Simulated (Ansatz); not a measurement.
Total energies of `BC(F)[SiH2]F`.

Cartesian coordinates in Å:
```
B 0.849 -0.972 -0.836
C 0.667 0.413 -0.225
F 0.594 1.490 -1.114
Si -1.008 0.385 0.704
F -0.811 -0.442 2.057
H 0.980 -1.888 -0.078
H 0.773 -1.153 -2.013
H 1.396 0.651 0.563
H -1.364 1.782 1.032
H -2.076 -0.267 -0.090
```

Total charge 0; spin multiplicity 1. Geometry: relaxed with PBE0-D4/def2-TZVP. It is one conformer, not always the lowest. Basis def2-TZVPP, Ansatz 0.2.0.

RPA on PBE orbitals: Hartree–Fock energy of these orbitals -553.36856 Eh, correlation -1.44985 Eh (frozen core).

| functional | energy without D4 (Eh) | D4 term (kJ/mol) |
| --- | --- | --- |
| BHLYP | -555.18764 | -21.5 |
| LC-ωPBE | -555.04720 | – |

(1) Give the same for LDA (SPW92), PBE, revPBE, BLYP, r2SCAN, B97M-V, PBE0, B3LYP, r2SCANh, r2SCAN0, HSE06 (plane-wave form), CAM-B3LYP, ωB97X-V, ωB97M-V, B2PLYP, PBE-QIDH. (An estimate is asked.)

B3LYP takes the VWN-RPA correlation (the form of Gaussian; ORCA's B3LYP/G). HSE06 is the plane-wave form, built on full-range PBE exchange. The double hybrids freeze the cores in their second-order part.

Answers

(1) Ansatz gave: 
```json
{"functional": "LDA (SPW92)", "energy without D4 (Eh)": "-552.18141", "D4 term (kJ/mol)": "–"}
{"functional": "PBE", "energy without D4 (Eh)": "-554.84684", "D4 term (kJ/mol)": "-17.8"}
{"functional": "revPBE", "energy without D4 (Eh)": "-555.13722", "D4 term (kJ/mol)": "-55.6"}
{"functional": "BLYP", "energy without D4 (Eh)": "-555.23733", "D4 term (kJ/mol)": "-39.6"}
{"functional": "r2SCAN", "energy without D4 (Eh)": "-555.14062", "D4 term (kJ/mol)": "-4.3"}
{"functional": "B97M-V", "energy without D4 (Eh)": "-555.15700", "D4 term (kJ/mol)": "–"}
{"functional": "PBE0", "energy without D4 (Eh)": "-554.89028", "D4 term (kJ/mol)": "-15.0"}
{"functional": "B3LYP", "energy without D4 (Eh)": "-555.32571", "D4 term (kJ/mol)": "-28.8"}
{"functional": "r2SCANh", "energy without D4 (Eh)": "-555.12625", "D4 term (kJ/mol)": "-4.6"}
{"functional": "r2SCAN0", "energy without D4 (Eh)": "-555.10598", "D4 term (kJ/mol)": "-5.0"}
{"functional": "HSE06 (plane-wave form)", "energy without D4 (Eh)": "-554.87116", "D4 term (kJ/mol)": "-13.9"}
{"functional": "CAM-B3LYP", "energy without D4 (Eh)": "-555.21747", "D4 term (kJ/mol)": "-15.1"}
{"functional": "ωB97X-V", "energy without D4 (Eh)": "-555.16468", "D4 term (kJ/mol)": "–"}
{"functional": "ωB97M-V", "energy without D4 (Eh)": "-555.18502", "D4 term (kJ/mol)": "–"}
{"functional": "B2PLYP", "energy without D4 (Eh)": "-555.00329", "D4 term (kJ/mol)": "–"}
{"functional": "PBE-QIDH", "energy without D4 (Eh)": "-554.77376", "D4 term (kJ/mol)": "–"}
```

LC-ωPBE has ω = 0.4 bohr⁻¹.
